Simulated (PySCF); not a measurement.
Species: `C#CC1(C#C)C/C1=C\CCl`. The columns A, B, C and D hold Mulliken, IAO, Hirshfeld and ESP-fitted charges (e) of one PBE0/pcSseg-1 density (PySCF), in a shuffled order. Coordinates in Å (GFN2-xTB); the density's dipole moment is (-0.36, 1.69, 0.80) D.

```json
{"atom": "C1", "x": "-2.422", "y": "-2.024", "z": "-0.698", "A": "-0.106", "B": "-0.229", "C": "-0.509", "D": "-0.386"}
{"atom": "C2", "x": "-1.825", "y": "-1.047", "z": "-0.349", "A": "-0.039", "B": "-0.021", "C": "+0.194", "D": "+0.500"}
{"atom": "C3", "x": "-1.107", "y": "0.121", "z": "0.078", "A": "+0.028", "B": "-0.015", "C": "-0.173", "D": "-0.573"}
{"atom": "C4", "x": "-1.662", "y": "1.360", "z": "-0.388", "A": "-0.039", "B": "-0.020", "C": "+0.135", "D": "+0.503"}
{"atom": "C5", "x": "-2.130", "y": "2.392", "z": "-0.776", "A": "-0.109", "B": "-0.232", "C": "-0.470", "D": "-0.388"}
{"atom": "C6", "x": "-0.438", "y": "0.096", "z": "1.462", "A": "-0.066", "B": "-0.279", "C": "-0.152", "D": "-0.016"}
{"atom": "C7", "x": "0.364", "y": "0.019", "z": "0.246", "A": "+0.010", "B": "+0.026", "C": "+0.109", "D": "-0.022"}
{"atom": "C8", "x": "1.533", "y": "-0.059", "z": "-0.340", "A": "-0.045", "B": "-0.148", "C": "-0.197", "D": "-0.150"}
{"atom": "C9", "x": "2.812", "y": "-0.147", "z": "0.419", "A": "-0.029", "B": "-0.235", "C": "-0.278", "D": "-0.167"}
{"atom": "Cl10", "x": "3.531", "y": "-1.785", "z": "0.206", "A": "-0.086", "B": "-0.117", "C": "-0.139", "D": "-0.159"}
{"atom": "H11", "x": "-2.944", "y": "-2.879", "z": "-1.007", "A": "+0.095", "B": "+0.205", "C": "+0.330", "D": "+0.043"}
{"atom": "H12", "x": "-2.540", "y": "3.296", "z": "-1.116", "A": "+0.094", "B": "+0.204", "C": "+0.318", "D": "+0.043"}
{"atom": "H13", "x": "-0.439", "y": "1.015", "z": "2.031", "A": "+0.063", "B": "+0.175", "C": "+0.130", "D": "+0.157"}
{"atom": "H14", "x": "-0.564", "y": "-0.798", "z": "2.058", "A": "+0.065", "B": "+0.177", "C": "+0.140", "D": "+0.160"}
{"atom": "H15", "x": "1.611", "y": "-0.098", "z": "-1.418", "A": "+0.056", "B": "+0.167", "C": "+0.190", "D": "+0.117"}
{"atom": "H16", "x": "2.661", "y": "-0.009", "z": "1.489", "A": "+0.052", "B": "+0.168", "C": "+0.178", "D": "+0.165"}
{"atom": "H17", "x": "3.553", "y": "0.558", "z": "0.041", "A": "+0.055", "B": "+0.172", "C": "+0.194", "D": "+0.174"}
```

Problem. Which column most likely holds the ESP-fitted charges?

Solution. C. Σ q r misses the density's dipole by 0.10 D (C), 0.37 D (B), 0.97 D (A), 3.04 D (D). Charges fitted to the outside potential are the only set here that is tied to the molecule's multipoles.

Problem. And the Hirshfeld charges?

Solution. A. The mean sizes are 0.061 e (A), 0.152 e (B), 0.219 e (D), 0.226 e (C), and Hirshfeld charges are commonly the smallest of these schemes.

As computed, A = Hirshfeld, B = IAO, C = ESP-fitted, D = Mulliken. Hydrogens on carbon: Hirshfeld +0.05 to +0.09, IAO +0.17 to +0.20, ESP-fitted +0.13 to +0.33, Mulliken +0.04 to +0.17 e.

The ESP scheme fits charges at the nuclei, held to the total charge, to the electrostatic potential on points at 1.4 to 2.0 times the van der Waals radii. The Mulliken scheme counts on each atom the diagonal of the density matrix times the overlap matrix over that atom's basis functions.

Isolated species at its GFN2-xTB geometry (one conformer only).

Conformer computed: `[CH:1]#[C:2][C:3]1([C:4]#[CH:5])[CH2:6]/[C:7]1=[CH:8]\[CH2:9][Cl:10]`: C7–C8–C9–Cl10 111°.
